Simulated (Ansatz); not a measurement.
Coupled-cluster diagnostics for Sn(CF3)H3 (CH₃F₃Sn), Ansatz.

Geometry of the singlet (PBE0-D4/def2-SVP):

```xyz
8

Sn   -0.260    0.602   -0.880
C     0.262   -0.606    0.885
F     1.447   -0.248    1.398
F     0.339   -1.911    0.588
F    -0.646   -0.477    1.862
H    -1.777    0.053   -1.437
H     0.964    0.355   -2.042
H    -0.328    2.231   -0.375
```

In the def2 sets Sn takes a core potential; there is no spin–orbit coupling. Correlated methods freeze 8 core orbitals; core or outer-core shells of Sn are correlated, in sets that lack core-valence functions.

(1) Estimate the CCSD(T) correlation energy, the shares of MP2 and (T), T1 and the reference's ⟨S²⟩ for: charge 0, singlet, own geometry in def2-TZVP; and the rough time on 4 threads of AMD EPYC 7B13 on a shared host.

Answers

(1) 
```json
{"state": "charge 0, singlet, own geometry", "basis": "def2-TZVP", "correlation (eV)": "-34.796", "MP2 share (%)": "95.9", "(T) share (%)": "3.0", "T1": "0.014", "⟨S²⟩ (pure)": "0.00 (0.00)", "wall time": "77 s"}
```
Customary marks for T1 are 0.02 (closed shells), 0.045 (open shells) and about 0.05 (3d metals). T1 stays under 0.02 throughout.
